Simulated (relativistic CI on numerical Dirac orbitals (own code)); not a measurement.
## Fe⁺ in a cubic cluster: 3s photoemission with charge transfer

Computed with a charge-transfer multiplet model of a cubic metal-ligand cluster with up to 2 ligand holes, Slater and spin-orbit integrals from Dirac-Coulomb-Breit ions, Slater integrals scaled by 0.8. The ground state mixes d7 with configurations of k ligand holes L, whose averages lie at kΔ + k(k − 1)U_dd/2; a core hole lowers each added d electron by U_cd. 20 K, Lorentzian 1.4 eV and Gaussian 0.8 eV FWHM.

Atomic integrals in eV (Slater integrals scaled, ζ unscaled), ground: F2dd 7.751, F4dd 4.773, zeta_d 0.042; with the core hole: F2dd 8.861, F4dd 5.507, zeta_d 0.051, G2cd 9.263.

Cluster parameters (eV): Δ = 8.9, U_dd = 6.5, U_cd = 7.2, 10Dq = 0.55, 10Dq(ligand) = 1, final-state hopping factor = 1.

```
                              Case   n_d    d7   d8L  d9L2     S
V(eg) = 2.15 eV, V(t2g) = -0.98 eV  7.08  0.92  0.08  0.00  1.50
V(eg) = 2.45 eV, V(t2g) = -1.12 eV  7.11  0.90  0.10  0.00  1.50
V(eg) = 2.75 eV, V(t2g) = -1.26 eV  7.13  0.87  0.12  0.00  1.50
V(eg) = 3.05 eV, V(t2g) = -1.39 eV  7.15  0.85  0.14  0.00  1.50
V(eg) = 3.35 eV, V(t2g) = -1.53 eV  7.17  0.83  0.16  0.01  1.50
```

Weights, n_d and S are thermal averages at 20 K. Binding energies count from the first peak over 30 % of the highest in each spectrum, which can be another peak from case to case. The parameters are a model scan and need not match a compound or its usual spin state. Peaks in eV (height, largest 100):
- V(eg) = 2.15 eV, V(t2g) = -0.98 eV: 0.0 (100), 7.4 (37), 12.4 (11)
- V(eg) = 2.45 eV, V(t2g) = -1.12 eV: 0.0 (100), 6.6 (32), 7.4 (33), 13.0 (11)
- V(eg) = 2.75 eV, V(t2g) = -1.26 eV: 0.0 (100), 5.5 (30), 6.4 (30), 7.8 (28), 13.6 (11)
- V(eg) = 3.05 eV, V(t2g) = -1.39 eV: 0.0 (100), 5.4 (34), 8.4 (22), 14.2 (10)
- V(eg) = 3.35 eV, V(t2g) = -1.53 eV: 0.0 (100), 5.4 (37), 8.9 (18), 14.8 (10)

For the case V(eg) = 2.45 eV, V(t2g) = -1.12 eV, Δ = 8.9 eV is larger than U_dd = 6.5 eV, the Mott-Hubbard side of the Zaanen-Sawatzky-Allen scheme. With the core hole the average of the configuration with one ligand hole lies at Δ − U_cd = 1.7 eV before mixing: the effective hopping of about 3.5 eV (from the holes of the mixed ground state) is comparable with this gap or larger, so the configurations mix strongly.

Without intra-shell correlation the exchange splitting of the 3s hole comes out too large.
